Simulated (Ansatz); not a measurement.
C4H8Br2, SMILES `BrCCCCBr`, relaxed with RKS PBE0-D4/def2-TZVP in Ansatz 0.2.0 from a PBE-D4/def2-SVP geometry. The force threshold is 0.005 eV/Å; the program also tests the step.

Charge 0, multiplicity 1.

Start:

```xyz
14

Br    0.279    2.911    0.954
C    -1.085    1.570    0.456
C    -0.556    0.148    0.503
C     0.555   -0.148   -0.504
C     1.086   -1.570   -0.455
Br   -0.277   -2.913   -0.950
H    -1.420    1.858   -0.559
H    -1.917    1.726    1.167
H    -1.418   -0.529    0.302
H    -0.210   -0.086    1.533
H     0.208    0.084   -1.534
H     1.416    0.530   -0.304
H     1.422   -1.856    0.560
H     1.917   -1.726   -1.167
```

How much energy does the relaxation release, and in how many steps? (Best estimate.)

Computed: 5.54 kJ/mol, in 4 steps.

Which bonds change most? (An estimate is asked.)

Computed: Br1–C2 from 1.977 to 1.954 Å; C5–Br6 from 1.977 to 1.954 Å; C5–H13 from 1.107 to 1.089 Å; C2–H7 from 1.107 to 1.089 Å.

Give the relaxed structure. (Estimate.)

The calculation gave: 
```xyz
14

Br    0.270    2.878    0.955
C    -1.076    1.555    0.449
C    -0.549    0.143    0.503
C     0.549   -0.144   -0.504
C     1.076   -1.555   -0.449
Br   -0.269   -2.879   -0.953
H    -1.395    1.837   -0.554
H    -1.898    1.709    1.144
H    -1.398   -0.524    0.312
H    -0.198   -0.078    1.516
H     0.197    0.077   -1.517
H     1.397    0.524   -0.313
H     1.396   -1.836    0.554
H     1.898   -1.709   -1.145
```
